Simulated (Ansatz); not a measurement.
A series at Ta: from `[OH][Ta]([OH])([F])([F])[F]`, ligands are replaced one by one, each step taking up H₂O and setting free H–F; n counts the steps. Ansatz, PBE0-D4/def2-TZVP geometries. Each molecule was computed in one conformer, which needn't be the lowest.

| n | molecule | HOMO energy, ωB97M-V/def2-TZVPP (eV) |
| --- | --- | --- |
| 0 | `[OH][Ta]([OH])([F])([F])[F]` | ? |
| 1 | `[OH][Ta]([OH])([OH])([F])[F]` | -12.07 |
| 2 | `[OH][Ta]([OH])([OH])([OH])[F]` | -11.53 |
| 3 | `[OH][Ta]([OH])([OH])([OH])[OH]` | -11.09 |

Task: By hand: fit a straight line y = ȳ + b (n − n̄) to the 3 given rows and predict n = 0.

Result: n̄ = 2.000, ȳ = -11.563; Σ(n − n̄)(y − ȳ) = 0.980, Σ(n − n̄)² = 2.000, so b = 0.490 eV a step. Prediction: -11.563 + (0.490) × (-2.000) = -12.54 eV.

Task: By hand: compare with the computed value, -12.65 eV, and give the steps along the whole series.

Result: The line misses by -0.11 eV (computed minus predicted). Steps: 0.58, 0.54, 0.44 eV.

The steps shrink at each stage, from 0.58 to 0.44 eV, so the series is curved and an end member is harder to predict than an inner one. The highest orbital can change its character along such a series. The miss is 7.1 % of the series' range.
